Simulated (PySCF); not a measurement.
## VH₄, doublet: data card

Method: UPBE0/[V def2-TZVP, H def2-TZVP], no relativity, density fitting, PySCF.

The structure is a minimum.

Coordinates in bohr (charge 0 multiplicity 2):
```
V     0.0000    0.0000    0.0000
H     2.4094   -0.0001    1.9327
H    -2.4094    0.0000    1.9327
H     0.0001    2.4095   -1.9327
H    -0.0001   -2.4094   -1.9328
```

```
Point group                                                                   : D2d
Bond lengths                                                                  : V–H 1.635 Å (×4)
Bond angles                                                                   : H–V–H 102.5° (×2), H–V–H 113.0° (×4)
Dipole moment                                                                 : 0.00 D
Highest occupied level (α)                                                    : -8.02 eV
Rotational constants                                                          : 2.572, 2.25, 2.25 cm⁻¹
Zero-point energy                                                             : 57.5 kJ/mol
Enthalpy at 298.15 K above 0 K                                                : 13.69 kJ/mol
Spin squared ⟨S²⟩                                                             : 0.788
Rotational symmetry number                                                    : 4
Entropy at 298.15 K and 1 bar (electronic part: spin only)                    : 246.6 J/(mol K)
Lowest empty level (α)                                                        : -3.64 eV
Principal polarisabilities                                                    : 43.0, 43.0, 44.9 bohr³
Atomisation energy without zero-point energy                                  : 900 kJ/mol
Heat capacity Cp at 298.15 K                                                  : 61.0 J/(mol K)
Principal quadrupole moments (Buckingham, traceless) about the centre of mass : -1.12, 0.56, 0.56 D Å
```

Harmonic modes (masses in u: V 50.944, H 1.008):
| symmetry | ω (cm⁻¹) | IR (km/mol, summed over degenerate members) | μ (u) |
| --- | --- | --- | --- |
| b2 | 163 | 119 | 1.05 |
| e | 482 | 355 | 1.06 |
| a1 | 504 | 0.0 | 1.01 |
| b1 | 698 | 0.0 | 1.01 |
| e | 1805 | 629 | 1.04 |
| b2 | 1825 | 339 | 1.04 |
| a1 | 1846 | 0.0 | 1.01 |

In D2d the vibrations span 2b2 + 2e + 2a1 + b1. The a1, b1 modes carry no infrared intensity, as symmetry demands.

Charges (e):
| atom | Mulliken | Löwdin | polar tensor | spin (Mulliken) | Mayer order to V1 |
| --- | --- | --- | --- | --- | --- |
| V1 | 0.46 | 0.31 | 1.30 | 1.38 | – |
| H2,3,4,5 | -0.12 | -0.08 | -0.32 | -0.09 | 0.97 |

Mulliken populations on V1: s 6.77, p 12.45, d 3.31, f 0.00.

Formally V is in oxidation state +4, d1, with 1 unpaired electron. The Mulliken spin on V is 1.38. The polar-tensor charge on V, 1.30, is far below the formal one.

This need not be the most stable arrangement of these atoms. Other spin states or occupations of the open shell can lie lower.

The final relaxation and frequency run took 22 s on 2 threads of a shared Intel Xeon 6975P-C (Granite Rapids) host, with 69 basis functions and 8 gradients; the process peaked at 1.1 GiB.
